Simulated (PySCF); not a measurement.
Gas-phase reaction: GaOH + H2 + O2 → Ga(OH)3

Method: PySCF energies plus ideal-gas RRHO corrections (1 bar). † marks an energy on the PBE0/def2-TZVP geometry and frequencies. Open shells (unrestricted): O2 (multiplicity 3); the rest are closed-shell singlets. Ga: all electrons, no relativistic terms. GaOH, Ga(OH)3: computed as isolated molecules; such fragments, hydroxides, amides, oligomers or adducts are transient or little studied in the gas. The harmonic model lacks anharmonicity and excited electronic states, which grow with temperature; levels with a mode under 35 cm⁻¹ are left out.

| level | ΔE electronic, kJ | ΔH°(298 K), kJ | ΔS°(298 K), J/K | ΔG°(600 K), kJ |
|---|---|---|---|---|
| HF/def2-TZVP† | -534 | -503 | -266 | -343 |
| PBE/def2-TZVP† | -544 | -512 | -266 | -353 |
| PBE0/def2-SVP† | -566 | -534 | -266 | -375 |
| r2SCAN/def2-TZVP† | -579 | -547 | -266 | -388 |
| LDA/def2-TZVP† | -642 | -610 | -266 | -451 |
| ωB97X-V/def2-TZVP† | -588 | -557 | -266 | -397 |
ΔH° is lowest at LDA/def2-TZVP† and highest at HF/def2-TZVP†. No reference value is set beside these.
